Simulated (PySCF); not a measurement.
Computed with PBE0-D4/def2-TZVP (PySCF). Isolated molecules, 0 K electronic values unless said otherwise. 

Reference species (SMILES): `C=[C]C` (neutral, multiplicity 2).

```yaml
highest_occupied_spin_orbital: -6.25 eV
dipole_moment: 0.94 D
```

Changed species: `C(=[C]/[H])/C` (H atom removed from C1; the reference has H atom removed from C2).

Q: Predict the effect on the highest occupied spin orbital and dipole moment.

A: the highest occupied spin orbital drops by 0.51 eV, to -6.76 eV; the dipole moment rises by 0.13 D, to 1.07 D.
